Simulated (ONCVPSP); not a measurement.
## As: variants of one ONCV potential

Base potential:

arsenic (As), optimised norm-conserving Vanderbilt (ONCV), made with ONCVPSP 4.0.1 (LDA (Perdew-Wang 92), scalar-relativistic). Core [Ar] 3d10, reference 4s2 4p3. Waves: 4s: rc 1.45 bohr, ncon 4, nbas 8, qcut 4.1 1/bohr, 2 projectors, debl 1 Ha; 4p: rc 1.55 bohr, ncon 4, nbas 9, qcut 4.5 1/bohr, 3 projectors, debl 2.4 Ha. Local part: polynomial inside 0.95 bohr (lpopt 3, dvloc0 3 Ha). Core correction: Teter function fitted to the true core (icmod 2), fcfact 0.25.

All-electron outer shells of the reference configuration (LDA (PZ), scalar-relativistic, ld1.x):

```csv
shell,level (eV),outermost node (bohr),outermost maximum (bohr)
3p,-133.41,0.22,0.52
3d,-40.89,–,0.47
4s,-14.70,0.73,1.61
4p,-5.35,0.78,1.97
```

Cutoffs, loose and tight: the cutoffs (Ha) at which the residual kinetic energy of the hardest occupied pseudo-wave falls to 1 and 0.1 mHa per electron. They do not see the model core or the augmentation charge, which bear on the density cutoff. Test errors are all-electron minus pseudo excitation energies from the reference, over the configurations 4s2 4p2; 4s2 4p1; 4s2 4p0; 4s0 4p5. A dash means not determined; rows that change the core or the reference have their own tests.

For the base: The cutoffs count occupied waves only; projector 3 of the p channel, the hardest unoccupied one, needs 168 Ha at the loose tolerance.

A true bound ghost makes a file unfit for plane-wave use even where its test errors are small: the radial tests pick states by their node count and pass the ghost by.

```csv
change,outcome,"cutoff, loose","cutoff, tight",bound ghosts,GHOST(+) flags above zero,largest test error (meV)
base,generated,13 Ha,37 Ha,p,"s, p",-55
"core correction Teter function fitted to the true core (icmod 2), fcfact 0.12",generated,13 Ha,37 Ha,p,"s, p",-53
"core correction Teter function fitted to the true core (icmod 2), fcfact 0.24",generated,13 Ha,37 Ha,p,"s, p",-56
"core correction Teter function fitted to the true core (icmod 2), fcfact 0.4",generated,13 Ha,37 Ha,p,"s, p",-50
"core correction Teter function fitted to the true core (icmod 2), fcfact 0.56",generated,13 Ha,37 Ha,p,"s, p",-43
"core correction Teter function fitted to the true core (icmod 2), fcfact 0.66",generated,13 Ha,37 Ha,p,"s, p",-40
"core correction Teter function fitted to the true core (icmod 2), fcfact 1.1",generated,13 Ha,37 Ha,p,"s, p",-26
"core correction Teter function fitted to the true core (icmod 2), fcfact 1.24",generated,13 Ha,37 Ha,p,"s, p",-26
```

(1) What comes out with this change to the base: core correction Teter function fitted to the true core (icmod 2), fcfact 0.84?

(2) What comes out with this change to the base: core correction Teter function fitted to the true core (icmod 2), fcfact 0.98?

## Answers

(1) outcome: generated; cutoff, loose: 13 Ha; cutoff, tight: 37 Ha; bound ghosts: p; GHOST(+) flags above zero: s, p; largest test error (meV): -33.

(2) outcome: generated; cutoff, loose: 13 Ha; cutoff, tight: 37 Ha; bound ghosts: p; GHOST(+) flags above zero: s, p; largest test error (meV): -29.

Reading the sweep of the fcfact (base included, trends over the rows without a ghost): Bound ghosts are found at 0.12, 0.24, 0.25, 0.4, 0.56, 0.66, 0.84, 0.98, 1.1, 1.24. Every judged row has one, so this setting neither creates nor removes them.
